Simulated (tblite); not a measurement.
methylamine (CH5N), singlet, geometry from GFN2-xTB; GFN1-xTB run with tblite.

tblite was given this input:
```
$ tblite run mol.xyz --method gfn1 --charge 0 --spin 0 --efield 0,0,0.1 --json tblite.json --no-restart

# file mol.xyz
7

C      0.06015742     0.70059241    -0.00131411
N      0.03966195    -0.75172453     0.00299697
H     -0.93451955     1.16943137    -0.01795391
H     -0.46398692    -1.09295311     0.81518120
H     -0.43905591    -1.09816464    -0.82195807
H      0.58603787     1.04291425     0.88931393
H      0.61294631     1.03728935    -0.87767727
```

Output, abridged:

```
xTB calculator
 | screened Coulomb repulsion
 | Coulomb electrostatics
 |  * isotropic Klopman-Ohno-Mataga-Nishimoto electrostatics
 |  * onsite third-order electrostatics
 | DFT-D3(BJ) dispersion correction
 | Interactions (1)
 | [1] electric field

halogen bonding energy    0.0000000000000E+00 Eh
repulsion energy          9.4577050529191E-02 Eh
dispersion energy        -1.0573276005339E-03 Eh
interaction energy        0.0000000000000E+00 Eh
number of electrons       1.4000000000000E+01 e
integral cutoff           1.9731147476801E+01 bohr

------------------------------------------------------------
  cycle        total energy    energy error   density error
------------------------------------------------------------
      1     -7.983899266716  -8.0774190E+00   3.4914378E-01
      2     -8.007334007161  -2.3434740E-02   1.9157019E-01
      3     -8.008824629401  -1.4906222E-03   3.7757206E-02
      4     -8.009213469820  -3.8884042E-04   2.7542268E-03
      5     -8.009220907737  -7.4379164E-06   5.8686296E-04
      6     -8.009221066243  -1.5850657E-07   1.4620791E-04
      7     -8.009221100988  -3.4744868E-08   3.1108466E-06
------------------------------------------------------------

electronic energy        -8.1027408239169E+00 Eh
total energy             -8.0092211009883E+00 Eh

Post processing:
 | Mayer-Wiberg bond orders

[Info] JSON dump of results written to 'tblite.json'
```
